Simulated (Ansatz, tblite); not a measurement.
Removing and adding an electron: MnO3F. Total charge 0; singlet. Geometry: B3LYP-D4/def2-SVP. Ansatz, gas phase; energy differences of separate SCF runs; the oxidised species was run as a doublet alone; the reduced species was run as a doublet alone.

```csv
atom,x (Å),y (Å),z (Å)
Mn1,-0.0093,0.0387,-0.0244
O2,-1.0661,-0.3021,-1.1014
O3,-0.5543,1.1116,0.9476
O4,1.3009,0.5254,-0.6874
F5,0.3288,-1.3736,0.8656
```

The xTB rows come from tblite. HOMO above LUMO, or a gap near zero within one spin, warns that the state may not be the lowest or that an electron is smeared out.

```tsv
level	−HOMO (eV)	vertical IE (eV)	−LUMO (eV)	vertical EA (eV)	HOMO–LUMO gap (eV)	IE − EA (eV)	remarks
GFN1-xTB	17.36	–	14.94	10.76	2.41	–	–
GFN2-xTB	14.22	18.02	11.02	7.28	3.20	10.74	–
PBE-D4/def2-TZVP	8.60	12.27	6.21	–	2.39	–	–
PBE-D4/def2-TZVPD	8.62	–	6.23	2.66	2.39	–	HOMO above zero (-1 doublet), gap within one spin near zero (-1 doublet), restricted SCF unstable in HF (singlet)
r2SCAN-D4/def2-TZVP	9.04	12.43	6.43	–	2.60	–	restricted SCF unstable in HF (singlet), spin-contaminated (⟨S²⟩ 0.85) (+1 doublet)
r2SCAN-D4/def2-TZVPD	9.02	–	6.42	3.04	2.60	–	HOMO above zero (-1 doublet), restricted SCF unstable in HF (singlet)
PBE0-D4/def2-TZVP	10.36	12.53	5.68	–	4.68	–	restricted SCF unstable in HF (singlet), spin-contaminated (⟨S²⟩ 1.02) (+1 doublet)
PBE0-D4/def2-TZVPD	10.36	–	5.68	3.71	4.68	–	restricted SCF unstable in HF (singlet)
```

Run but left out: GFN1-xTB (tight binding far off the other levels).   A HOMO above zero means that the electron is unbound at that level or that self-interaction error raises the level; the energy of removing that electron tells which. Raw xTB energy differences between charge states are shifted by several eV; the methods need an empirical correction for them.
